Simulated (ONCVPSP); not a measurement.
# What one change does to a pseudopotential (barium, ONCV)

barium (Ba), optimised norm-conserving Vanderbilt (ONCV), made with ONCVPSP 4.0.1 (LDA (Perdew-Wang 92), scalar-relativistic). Core [Kr] 4d10, reference 5s2 5p6 6s1.75 (charge +0.25). Waves: 5s+6s: rc 2.60 bohr, ncon 5, nbas 9, qcut 4.1 1/bohr, 3 projectors, debl 1.4 Ha; 5p: rc 3.20 bohr, ncon 4, nbas 7, qcut 3.6 1/bohr, 1 projector; d scattering state at 0.37 Ha: rc 2.60 bohr, ncon 3, nbas 7, qcut 3.5 1/bohr, local; f scattering state at 0.37 Ha: rc 3.25 bohr, ncon 5, nbas 8, qcut 3.9 1/bohr, 2 projectors, debl 0.6 Ha. Local part: the d channel. Core correction: none.

In the d channel the program set the typed energies aside and used 0.050 Ha.

Change: all radii scaled by about 0.91 (s 2.36, p 2.90, d 2.36, f 2.94 bohr).

Cutoffs: the cutoffs (Ha) at which the residual kinetic energy of the hardest occupied pseudo-wave falls to 1 and 0.1 mHa per electron; they do not see the model core or the augmentation charge, which bear on the density cutoff. Errors are all-electron minus pseudo energies relative to the spin-unpolarised reference configuration.

Problem. What does the change do?

Solution. The potential gets harder (7.0 Ha and 12 Ha → 8.3 Ha and 34 Ha); the lowest positive-energy flag moves from f at 4.9 eV to f at 2.1 eV; of the 4 tests that both files solve, the error grows in 0 and shrinks in 1 by more than 15 % and 0.3 meV (median size 0.2 → 0.2 meV); neither file shows a bound ghost. A smaller radius makes the pseudo-wave follow the all-electron one further in, where it bends more sharply, so more plane waves are needed.

| quantity | base | changed |
| --- | --- | --- |
| cutoff, loose | 7.0 Ha | 8.3 Ha |
| cutoff, tight | 12 Ha | 34 Ha |
| loose cutoff by channel | s 7.0 Ha, p 4.5 Ha | s 8.3 Ha, p 4.5 Ha |
| bound ghosts | none | none |
| GHOST(+) flags under 300 eV | f at 4.9 eV, s at 288.0 eV | f at 2.1 eV, s at 264.7 eV |
| error for 5s2 5p6 6s2, meV [ΔE -0.97 eV] | +0.1 | +0.1 |
| error for 5s2 5p6 6s1, meV [ΔE 4.57 eV] | -0.4 | -0.4 |
| error for 5s2 5p6 6s0, meV [ΔE 14.74 eV] | -0.9 | -0.6 |
| error for 5s2 5p6 6s1.5, meV [ΔE 1.24 eV] | -0.1 | -0.1 |

Base: The cutoffs count occupied waves only; projector 2 of the f channel, the hardest unoccupied one, needs 30 Ha at the loose tolerance. Changed file: The cutoffs count occupied waves only; projector 2 of the f channel, the hardest unoccupied one, needs 38 Ha at the loose tolerance.
